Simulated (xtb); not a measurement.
Job for xtb: GFN1-xTB on LaPb, 2S+1 = 6, a spin state set in the input, which need not be the lowest, a point of a bond scan (R = 3.059 Å).

```
$ xtb mol.xyz --gfn 1 --sp --chrg 0 --uhf 5
2

La     0.00000000     0.00000000     0.00000000
Pb     0.00000000     0.00000000     3.05867200
```

Output:

```
[...]
           -------------------------------------------------
          |                Calculation Setup                |
           -------------------------------------------------



           -------------------------------------------------
          |                 G F N 1 - x T B                 |
           -------------------------------------------------

        Reference                      10.1021/acs.jctc.7b00118
      * Hamiltonian:
        H0-scaling (s, p, d)           1.850000    2.250000    2.000000
        zeta-weighting                 0.000000
      * Dispersion:
        s8                             2.400000
        a1                             0.630000
        a2                             5.000000
        s9                             0.000000
      * Repulsion:
        kExp                           1.500000
        rExp                           1.000000
      * Coulomb:
        alpha                          2.000000
        third order                    atomic
        anisotropic                    false
      * Halogen bond correction:
        rad-scale                      1.300000
        damping                        0.440000


          ...................................................
          :                      SETUP                      :
          :.................................................:
          :  # basis functions                  14          :
          :  # atomic orbitals                  13          :
          :  # shells                            5          :
          :  # electrons                         7          :
          :  # halogen bonds                     0          :
          :  max. iterations                   250          :
          :  Hamiltonian                  GFN1-xTB          :
          :  restarted?                      false          :
          :  GBSA solvation                  false          :
          :  PC potential                    false          :
          :  electronic temp.          300.0000000     K    :
          :  accuracy                    1.0000000          :
          :  -> integral cutoff          0.2500000E+02      :
          :  -> integral neglect         0.1000000E-07      :
          :  -> SCF convergence          0.1000000E-05 Eh   :
          :  -> wf. convergence          0.2000000E-04 e    :
          :  Broyden damping             0.4000000          :
          :  net charge                          0          :
          :  unpaired electrons                  5          :
          ...................................................

 iter      E             dE          RMSdq      gap      omega  full diag
   1     -0.7055445 -0.705544E+00  0.291E+01    0.00       0.0  T
   2     -1.7305269 -0.102498E+01  0.155E+01    0.00       1.0  T
   3     -2.1313663 -0.400839E+00  0.481E+00    0.00       1.0  T
   4     -2.1627012 -0.313350E-01  0.221E+00    0.00       1.0  T
   5     -2.1625858  0.115445E-03  0.163E+00    0.00       1.0  T
   6     -2.1627400 -0.154196E-03  0.208E-01    0.00       1.0  T
   7     -2.1627585 -0.185627E-04  0.660E-02    0.00       1.1  T
   8     -2.1627613 -0.271586E-05  0.131E-02    0.00       5.4  T
   9     -2.1627613 -0.136294E-07  0.924E-03    0.00       7.7  T
  10     -2.1627613 -0.369301E-07  0.989E-04    0.00      71.5  T
  11     -2.1627613 -0.873093E-09  0.280E-04    0.00     252.4  T
  12     -2.1627613 -0.592553E-10  0.628E-08    0.00  100000.0  T
  13     -2.1627613 -0.488498E-14  0.157E-10    0.00  100000.0  T

   *** convergence criteria satisfied after 13 iterations ***

         #    Occupation            Energy/Eh            Energy/eV
      -------------------------------------------------------------
         1        2.0000           -0.7214745             -19.6323
         2        1.0000           -0.4013456             -10.9212
         3        1.0000           -0.2956637              -8.0454
         4        1.0000           -0.2956637              -8.0454
         5        0.4773           -0.2822154              -7.6795
         6        0.3961           -0.2819012              -7.6709 (HOMO)
         7        0.3961           -0.2819012              -7.6709 (LUMO)
         8        0.3652           -0.2817767              -7.6675
         9        0.3652           -0.2817767              -7.6675
        10                         -0.2653363              -7.2202
        11                         -0.1328179              -3.6142
       ...                                ...                  ...
        13                          0.3574179               9.7258
      -------------------------------------------------------------
                  HL-Gap            0.0000000 Eh            0.0000 eV
             Fermi-level           -0.4218559 Eh          -11.4793 eV

 SCC (total)                   0 d,  0 h,  0 min,  0.004 sec
 SCC setup                      ...        0 min,  0.000 sec (  3.372%)
 Dispersion                     ...        0 min,  0.000 sec (  2.589%)
 classical contributions        ...        0 min,  0.000 sec (  0.963%)
 integral evaluation            ...        0 min,  0.001 sec ( 20.036%)
 iterations                     ...        0 min,  0.002 sec ( 48.971%)
 molecular gradient             ...        0 min,  0.001 sec ( 16.389%)
 printout                       ...        0 min,  0.000 sec (  7.078%)

         :::::::::::::::::::::::::::::::::::::::::::::::::::::
         ::                     SUMMARY                     ::
         :::::::::::::::::::::::::::::::::::::::::::::::::::::
         :: total energy              -2.163236736666 Eh    ::
         :: gradient norm              0.023445707332 Eh/a0 ::
         :: HOMO-LUMO gap              0.000000000000 eV    ::
         ::.................................................::
         :: SCC energy                -2.162761307467 Eh    ::
         :: -> electrostatic           0.049189301987 Eh    ::
         :: repulsion energy           0.000089359328 Eh    ::
         :: dispersion energy         -0.000564788528 Eh    ::
         :: halogen bond corr.         0.000000000000 Eh    ::
         :: add. restraining           0.000000000000 Eh    ::
         :: total charge              -0.000000000001 e     ::
         :::::::::::::::::::::::::::::::::::::::::::::::::::::

           -------------------------------------------------
          |                Property Printout                |
           -------------------------------------------------

    * Orbital Energies and Occupations

         #    Occupation            Energy/Eh            Energy/eV
      -------------------------------------------------------------
         1        2.0000           -0.7214745             -19.6323
         2        1.0000           -0.4013456             -10.9212
         3        1.0000           -0.2956637              -8.0454
         4        1.0000           -0.2956637              -8.0454
         5        0.4773           -0.2822154              -7.6795
         6        0.3961           -0.2819012              -7.6709 (HOMO)
         7        0.3961           -0.2819012              -7.6709 (LUMO)
         8        0.3652           -0.2817767              -7.6675
         9        0.3652           -0.2817767              -7.6675
        10                         -0.2653363              -7.2202
        11                         -0.1328179              -3.6142
        12                         -0.1328179              -3.6142
        13                          0.3574179               9.7258
      -------------------------------------------------------------
                  HL-Gap            0.0000000 Eh            0.0000 eV
             Fermi-level           -0.4218559 Eh          -11.4793 eV
Note: The following floating-point exceptions are signalling: IEEE_UNDERFLOW_FLAG IEEE_DENORMAL
normal termination of xtb

  Mulliken/CM5 charges         n(s)   n(p)   n(d)
     1La   -0.27217 -0.20929   0.849  0.433  1.990
     2Pb    0.27217  0.20929   1.850  1.878  0.000

Wiberg/Mayer (AO) data.
largest (>0.10) Wiberg bond orders for each atom

 ---------------------------------------------------------------------------
     #   Z sym  total        # sym  WBO       # sym  WBO       # sym  WBO
 ---------------------------------------------------------------------------
     1  57 La   1.043 --     2 Pb   1.043
     2  82 Pb   1.043 --     1 La   1.043
 ---------------------------------------------------------------------------

Topologies differ in total number of bonds
Writing topology from bond orders to xtbtopo.mol

 dipole moment from electron density (au)
     X       Y       Z
  -0.0000  -0.0000   1.2153  total (Debye):    3.089


           -------------------------------------------------
          | TOTAL ENERGY               -2.163236736666 Eh   |
          | GRADIENT NORM               0.023445707332 Eh/α |
          | HOMO-LUMO GAP               0.000000000000 eV   |
           -------------------------------------------------

------------------------------------------------------------------------
------------------------------------------------------------------------
 total:
 SCF:
```

The run finished.

Cost: roughly 0.06 core-seconds.
